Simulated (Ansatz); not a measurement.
Ansatz (a quantum-chemistry and plane-wave program) input file for PbI, SMILES [I][Pb+] (connectivity only; charge and spin as stated), charge +1, multiplicity 1, r2SCAN-D4/def2-TZVP. 

Ansatz 0.2 input:
```yaml
crystal:
  periodic: [false, false, false]
  atoms:
    - {symbol: Pb, position_ang: [0.00000000, 0.00000000, -1.03909352]}
    - {symbol: I, position_ang: [0.00000000, 0.00000000, 1.60765412]}
basis:
  gaussian:
    orbitals: def2-TZVP
hamiltonian:
  xc: r2scan
  dispersion: d4
total_charge: 1
relax: {f_tol: 0.002, max_steps: 200}
```

It prints:

```
WARN ansatz: RAYON_NUM_THREADS=1 ignored (pool sized by the plan → 1); use --threads N
Functional definition: r2SCAN
integrals: 0.03 GiB planned
749 factors; their error is unknown
mean field: 0.25 GiB planned
mean field evaluation 1: about -13345.2395 eV, gradient 3.7e1 eV
mean field evaluation 2: about -13267.9148 eV, gradient 1.3e2 eV
mean field evaluation 4: about -13349.1928 eV, gradient 1.2e1 eV
mean field evaluation 8: about -13349.5568 eV, gradient 9.8e-2 eV
mean field evaluation 16: about -13349.5478 eV, gradient 2.6e-5 eV
mean field -13349.54781506 eV, -490.5868335551 hartree, gradient 7.4e-6 eV, S^2 0.000000; 0 other end points of the search recorded, 0 dependent functions left out
the calculation of the forces begins
reference -13349.54782480 eV, -490.5868339131 hartree; 23, 23 occupied and 77, 77 virtual orbitals, 749 factors
relax step   1: F+E_penalty+E_count = -13349.55624149 eV  Δ(F+E_penalty+E_count) = +0.000e0 eV  max|allowed force component| = 4.029e-1 eV/Å  Δτ_max = 0.0000 Å  (29 SCF iters, accepted)
these checks for a lower state are left out or cut short: starts, cluster_reference, orbital_swaps, neighbouring_geometries, increment
integrals: 0.03 GiB planned
749 factors; their error is unknown
mean field: 0.25 GiB planned
mean field -13349.54974665 eV, -490.5869045396 hartree, gradient 1.0e-5 eV, S^2 0.000000; 0 other end points of the search recorded, 0 dependent functions left out
the calculation of the forces begins
reference -13349.54975661 eV, -490.5869049057 hartree; 23, 23 occupied and 77, 77 virtual orbitals, 749 factors
relax step   2: F+E_penalty+E_count = -13349.55816555 eV  Δ(F+E_penalty+E_count) = -1.924e-3 eV  max|allowed force component| = 3.123e-1 eV/Å  Δτ_max = 0.0295 Å  (32 SCF iters, accepted)
these checks for a lower state are left out or cut short: starts, cluster_reference, orbital_swaps, neighbouring_geometries, increment
integrals: 0.03 GiB planned
749 factors; their error is unknown
mean field: 0.25 GiB planned
mean field evaluation 32: about -13349.5541 eV, gradient 1.2e-5 eV
mean field -13349.55406084 eV, -490.5870630833 hartree, gradient 1.2e-5 eV, S^2 0.000000; 0 other end points of the search recorded, 0 dependent functions left out
the calculation of the forces begins
reference -13349.55407071 eV, -490.5870634458 hartree; 23, 23 occupied and 77, 77 virtual orbitals, 749 factors
relax step   3: F+E_penalty+E_count = -13349.56248308 eV  Δ(F+E_penalty+E_count) = -4.318e-3 eV  max|allowed force component| = 1.863e-2 eV/Å  Δτ_max = 0.0129 Å  (32 SCF iters, accepted)
these checks for a lower state are left out or cut short: starts, cluster_reference, orbital_swaps, neighbouring_geometries, increment
integrals: 0.03 GiB planned
749 factors; their error is unknown
mean field: 0.25 GiB planned
mean field -13349.55407515 eV, -490.5870636089 hartree, gradient 1.2e-5 eV, S^2 0.000000; 0 other end points of the search recorded, 0 dependent functions left out
the calculation of the forces begins
reference -13349.55408501 eV, -490.5870639712 hartree; 23, 23 occupied and 77, 77 virtual orbitals, 749 factors
relax step   4: F+E_penalty+E_count = -13349.56249758 eV  Δ(F+E_penalty+E_count) = -1.450e-5 eV  max|allowed force component| = 1.701e-4 eV/Å  Δτ_max = 0.0008 Å  (33 SCF iters, accepted)
integrals: 0.03 GiB planned
749 factors; their error is unknown
mean field: 0.25 GiB planned
mean field -13349.55407515 eV, -490.5870636089 hartree, gradient 1.6e-5 eV, S^2 0.000000; 1 other end points of the search recorded, 0 dependent functions left out
the calculation of the forces begins
reference -13349.55408501 eV, -490.5870639712 hartree; 23, 23 occupied and 77, 77 virtual orbitals, 749 factors
Total energy: -13349.56250744 eV, -490.5873734900 hartree
Atom 0 at    -0.000000    -0.000000    -1.054927 Å, force     0.000000     0.000000     0.000170 eV/Å
Atom 1 at     0.000000     0.000000     1.623488 Å, force    -0.000000    -0.000000    -0.000170 eV/Å
Dipole moment:     0.000000     0.000000    -0.713744 e Å
```

The run converged.

Cost: about 17 core-seconds (a rough figure).
